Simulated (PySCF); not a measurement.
C2H9FOSi2, SMILES [SiH3][C@@H](F)[Si@H](C)O.

Geometry optimised at r2SCAN-D4/def2-SVP. The structure was generated by enumeration; whether it is a known compound was not checked. One conformer was computed; it need not be the lowest.

Two levels are set side by side: PBE/def2-TZVP (PySCF) and r2SCAN/def2-TZVP (PySCF). Same geometry, gas phase. Differences are taken from unrounded values.

| quantity | r2SCAN | PBE | PBE minus r2SCAN |
|---|---|---|---|
| orbital gap (eV) | 6.65 | 5.97 | -0.68 |
| highest occupied level (eV) | -7.03 | -6.73 | 0.30 |
| lowest empty level (eV) | -0.38 | -0.76 | -0.38 |
| dipole moment (D) | 2.01 | 1.92 | -0.08 |
| mean polarisability (bohr³) | 80.6 | 83.4 | 2.7 |

Rough cost on one machine, each run with all the roots and properties that it gave: r2SCAN against PBE about 3 times.
